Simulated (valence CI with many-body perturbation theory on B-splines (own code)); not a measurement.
Forbidden lines of Hg⁸⁺

Level of theory: relativistic CI+MBPT: four valence electrons over a frozen Dirac-Fock core [Xe] 4f14, a basis of 9 s, 9 p, 10 d, 8 f, 5 g, 3 h, 1 i functions for each j, with the one-electron correlation potential Σ1, the two-electron term Σ2, the three-electron term Σ3, Breit, model QED; selected CI, second order for the rest, scaled by the run's own slope (own B-spline code, finite nucleus).

No measured levels were compared; by estimate terms of the open shell hold to 2 to 4 % of their energy, and close levels can change places; different configurations can be misplaced against each other by 1,000 to 8,000 cm⁻¹. Core correlation moves these levels by up to 17000 cm⁻¹, and in measured spectra 5 to 20 % of such shifts remained as error; rates that hang on mixing are uncertain with them. Only levels of the ground parity were solved; by the run's estimate the other parity begins above the list, which can be wrong where configurations are misplaced.

Lines 51 to 100 of 120 in falling wavelength, among levels below 38.635 eV, chosen from the decays that carry over 1 % of a level's rate. Wavelengths and rates use the calculated energies, so an error of 2000 cm⁻¹ moves a line at 4193 Å by 8.4 % and its rate by three times that or more. Electric multipoles are in the length gauge, E1 and E2 with the static RPA response of the core. Weak lines are less certain than strong ones. Lines between different terms over intervals too small for the method are left out, as are lines whose strength nearly cancels.

Levels are named by their leading jj configuration (3d3/2^4 stands for four electrons in 3d with j = 3/2), which in mixed levels can hold well under half, so a name can repeat and another be missing. Letters in brackets count levels of one name in rising energy.

```
λ vac (Å)                      Upper                      Lower  Type   A (s⁻¹)  Branch %
     4193      (5d3/2^2 5d5/2^2) J=6        (5d3/2^3 5d5/2) J=4    E2  1.57e-02       3.4
     4036  (5d3/2^2 5d5/2^2) J=0 [a]        (5d3/2^3 5d5/2) J=1    M1  5.01e+02     100.0
     3901        (5d3/2 5d5/2^3) J=6      (5d3/2^2 5d5/2^2) J=5    M1  1.03e+02      56.3
     3829              (5d5/2^4) J=4        (5d3/2 5d5/2^3) J=5    M1  4.56e+01       6.0
     3791    (5d3/2 5d5/2^3) J=3 [b]  (5d3/2^2 5d5/2^2) J=3 [b]    M1  9.02e+01      28.5
     3653    (5d3/2 5d5/2^3) J=3 [b]  (5d3/2^2 5d5/2^2) J=2 [b]    M1  5.45e+01      17.2
     3639    (5d3/2 5d5/2^3) J=1 [a]  (5d3/2^2 5d5/2^2) J=2 [a]    M1  1.41e+02      24.1
     3606      (5d3/2^2 5d5/2^2) J=1        (5d3/2^3 5d5/2) J=2    M1  2.50e+02      90.6
     3561  (5d3/2^2 5d5/2^2) J=4 [b]        (5d3/2^3 5d5/2) J=4    M1  8.32e-01       2.1
     3541  (5d3/2^2 5d5/2^2) J=2 [e]  (5d3/2^2 5d5/2^2) J=3 [b]    M1  3.58e+01      10.6
     3516    (5d3/2 5d5/2^3) J=3 [b]  (5d3/2^2 5d5/2^2) J=4 [b]    M1  4.00e+01      12.6
     3466  (5d3/2^2 5d5/2^2) J=4 [b]        (5d3/2^3 5d5/2) J=3    M1  8.30e+00      21.3
     3420  (5d3/2^2 5d5/2^2) J=2 [e]  (5d3/2^2 5d5/2^2) J=2 [b]    M1  1.23e+01       3.6
     3413    (5d3/2 5d5/2^3) J=3 [c]  (5d3/2^2 5d5/2^2) J=2 [c]    M1  4.80e+01      18.3
     3366  (5d3/2^2 5d5/2^2) J=4 [c]      (5d3/2^2 5d5/2^2) J=5    M1  1.15e+01       6.3
     3351    (5d3/2 5d5/2^3) J=1 [b]  (5d3/2^2 5d5/2^2) J=2 [c]    M1  6.62e+01      13.9
     3343  (5d3/2^2 5d5/2^2) J=2 [b]        (5d3/2^3 5d5/2) J=3    M1  2.40e+00       5.3
     3325  (5d3/2^2 5d5/2^2) J=2 [d]      (5d3/2^2 5d5/2^2) J=1    M1  2.36e+01       9.5
     3318  (5d3/2^2 5d5/2^2) J=3 [b]        (5d3/2^3 5d5/2) J=4    M1  1.06e+02      86.0
     3292    (5d3/2 5d5/2^3) J=3 [c]    (5d3/2 5d5/2^3) J=3 [a]    M1  4.31e+00       1.6
     3285              (5d5/2^4) J=4    (5d3/2 5d5/2^3) J=3 [a]    M1  1.55e+02      20.6
     3235  (5d3/2^2 5d5/2^2) J=3 [b]        (5d3/2^3 5d5/2) J=3    M1  5.77e+00       4.7
     3180        (5d3/2 5d5/2^3) J=5  (5d3/2^2 5d5/2^2) J=4 [a]    M1  1.88e+01      10.4
     3158  (5d3/2^2 5d5/2^2) J=2 [a]        (5d3/2^3 5d5/2) J=1    M1  1.61e+02      68.8
     3091        (5d3/2 5d5/2^3) J=0      (5d3/2^2 5d5/2^2) J=1    M1  3.87e+02      90.0
     3014  (5d3/2^2 5d5/2^2) J=4 [c]  (5d3/2^2 5d5/2^2) J=3 [a]    M1  5.65e+01      30.9
     2911  (5d3/2^2 5d5/2^2) J=2 [d]  (5d3/2^2 5d5/2^2) J=2 [a]    M1  5.63e+00       2.3
     2910    (5d3/2 5d5/2^3) J=1 [a]  (5d3/2^2 5d5/2^2) J=0 [a]    M1  2.18e+02      37.3
     2891    (5d3/2 5d5/2^3) J=4 [a]        (5d3/2^3 5d5/2) J=4    M1  1.23e+01       3.8
     2864  (5d3/2^2 5d5/2^2) J=2 [b]        (5d3/2^3 5d5/2) J=2    M1  6.26e+00      13.7
     2843  (5d3/2^2 5d5/2^2) J=2 [d]  (5d3/2^2 5d5/2^2) J=3 [a]    M1  3.32e+01      13.4
     2828    (5d3/2 5d5/2^3) J=4 [a]        (5d3/2^3 5d5/2) J=3    M1  6.85e+01      21.1
     2826    (5d3/2 5d5/2^3) J=3 [c]    (5d3/2 5d5/2^3) J=4 [a]    M1  3.56e+01      13.6
     2821              (5d5/2^4) J=4    (5d3/2 5d5/2^3) J=4 [a]    M1  3.71e+02      49.2
     2784  (5d3/2^2 5d5/2^2) J=3 [b]        (5d3/2^3 5d5/2) J=2    M1  7.09e+00       5.7
     2745  (5d3/2^2 5d5/2^2) J=2 [e]      (5d3/2^2 5d5/2^2) J=1    M1  7.60e+01      22.5
     2663  (5d3/2^2 5d5/2^2) J=4 [c]  (5d3/2^2 5d5/2^2) J=4 [a]    M1  6.43e+01      35.2
     2575    (5d3/2 5d5/2^3) J=3 [b]  (5d3/2^2 5d5/2^2) J=2 [a]    M1  3.79e+00       1.2
     2521    (5d3/2 5d5/2^3) J=3 [b]  (5d3/2^2 5d5/2^2) J=3 [a]    M1  4.37e+01      13.8
     2506              (5d5/2^4) J=4  (5d3/2^2 5d5/2^2) J=3 [b]    M1  1.53e+01       2.0
     2477    (5d3/2 5d5/2^3) J=3 [a]        (5d3/2^3 5d5/2) J=3    M1  4.74e+01      11.0
     2457  (5d3/2^2 5d5/2^2) J=2 [e]  (5d3/2^2 5d5/2^2) J=2 [a]    M1  4.01e+00       1.2
     2412  (5d3/2^2 5d5/2^2) J=2 [c]        (5d3/2^3 5d5/2) J=3    M1  3.11e+02      78.0
     2408  (5d3/2^2 5d5/2^2) J=2 [e]  (5d3/2^2 5d5/2^2) J=3 [a]    M1  1.05e+02      31.0
     2386    (5d3/2 5d5/2^3) J=3 [c]  (5d3/2^2 5d5/2^2) J=4 [b]    M1  5.13e+00       2.0
     2383              (5d5/2^4) J=4  (5d3/2^2 5d5/2^2) J=4 [b]    M1  2.97e+01       3.9
     2319  (5d3/2^2 5d5/2^2) J=2 [b]        (5d3/2^3 5d5/2) J=1    M1  2.26e+01      49.5
     2276        (5d3/2 5d5/2^3) J=5        (5d3/2^3 5d5/2) J=4    M1  6.28e+00       3.5
     2271    (5d3/2 5d5/2^3) J=3 [b]  (5d3/2^2 5d5/2^2) J=4 [a]    M1  5.28e+01      16.7
     2203    (5d3/2 5d5/2^3) J=3 [a]        (5d3/2^3 5d5/2) J=2    M1  7.88e+01      18.3
```
